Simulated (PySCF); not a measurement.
Species: C3H13NSi3.
Atom-mapped SMILES: `[SiH3:1][CH2:2][Si@@H:3]1[CH2:4][CH2:5][SiH2:6][NH:7]1` (hydrogens: H8, H9, H10 on Si1; H11, H12 on C2; H13 on Si3; H14, H15 on C4; H16, H17 on C5; H18, H19 on Si6; H20 on N7)

Level: PBE0/pcSseg-1 and CAM-B3LYP/def2-SVPD in PySCF, non-relativistic, on one gas-phase PBE0-D3(BJ)/def2-SVP geometry that isn't relaxed in the solvent. The solvent is an IEF-PCM continuum (van der Waals radii × 1.2). Specific hydrogen bonds and non-electrostatic terms are outside this model.

Gas phase at PBE0/pcSseg-1: HOMO -7.17 eV, LUMO 0.60 eV, dipole 0.73 D.

Q: What does the continuum do to the energy, the frontier levels and the dipole at PBE0/pcSseg-1 in benzene and acetone?

A: 
```csv
solvent,ε,E(solvent) − E(gas) (kcal/mol),polarisation term (kcal/mol),distortion of the solute (kcal/mol),HOMO (eV),LUMO (eV),dipole (D)
benzene,2.271,-1.10,-1.15,0.05,-7.10,0.69,0.82
acetone,20.49,-2.41,-2.64,0.23,-7.07,0.75,0.96
```

The polarisation term is half the interaction of the solute with the surface charges that it induces; the rest is the cost of distorting the solute's density. The sum is the electrostatic part of solvation alone. From benzene to acetone the lowering changes by a factor 2.19, Onsager's factor (ε − 1)/(2ε + 1) by 2.02 and ε itself by 9.0.

Q: Which Hirshfeld charges (PBE0/pcSseg-1) respond most in acetone (means over atoms taken as equivalent)?

A: 
```
atoms         environment  gas (e)  solvent (e)  change
  H20        N–H hydrogen   +0.117       +0.127  +0.010
  H13       Si–H hydrogen   -0.095       -0.103  -0.008
  H12  methylene hydrogen   +0.044       +0.050  +0.006
  H18       Si–H hydrogen   -0.096       -0.101  -0.005
  H11  methylene hydrogen   +0.044       +0.049  +0.005
  H19       Si–H hydrogen   -0.089       -0.093  -0.004
```

Q: Which Mayer bond orders change most in acetone?

A: 
```tsv
bond	length (Å)	gas	solvent	change
Si6–N7	1.745	0.969	0.982	+0.013
N7–H20	1.014	0.925	0.915	-0.010
Si1–C2	1.880	0.928	0.937	+0.009
Si3–H13	1.502	0.931	0.922	-0.009
C2–Si3	1.879	0.893	0.901	+0.008
N7–Si3	1.746	0.961	0.967	+0.006
C2–H12	1.104	0.934	0.928	-0.006
Si6–H18	1.501	0.913	0.907	-0.006
```

Gas phase at CAM-B3LYP/def2-SVPD: HOMO -8.51 eV, LUMO 1.04 eV, dipole 0.69 D.

Q: What does the continuum do to the energy, the frontier levels and the dipole at CAM-B3LYP/def2-SVPD in acetone?

A: 
```json
{"solvent": "acetone", "ε": "20.49", "E(solvent) − E(gas) (kcal/mol)": "-2.42", "polarisation term (kcal/mol)": "-2.70", "distortion of the solute (kcal/mol)": "0.28", "HOMO (eV)": "-8.38", "LUMO (eV)": "1.26", "dipole (D)": "0.96"}
```

Q: How does the static polarisability (CAM-B3LYP/def2-SVPD, frozen core, with the continuum's full static response) change?

A: 
```json
{"medium": "gas", "isotropic (au)": "119.5", "principal values (au)": "103.4, 109.9, 145.0", "⟨r²⟩ of the electrons (bohr²)": "1840.7"}
{"medium": "acetone", "isotropic (au)": "161.4", "principal values (au)": "149.1, 153.0, 182.1", "⟨r²⟩ of the electrons (bohr²)": "1841.7"}
```

The isotropic value in acetone is 1.35 times the gas-phase one; no cavity-field correction is applied. ⟨r²⟩ is taken about the centre of nuclear charge.

Time: 26 s wall; peak memory 1.3 GiB. Hardware: Intel Xeon 6975P-C, one thread, no GPU, shared host with 192 logical CPUs at a one-minute load of 66. This is the whole shielding run at PBE0/pcSseg-1 in acetone, SCF included.
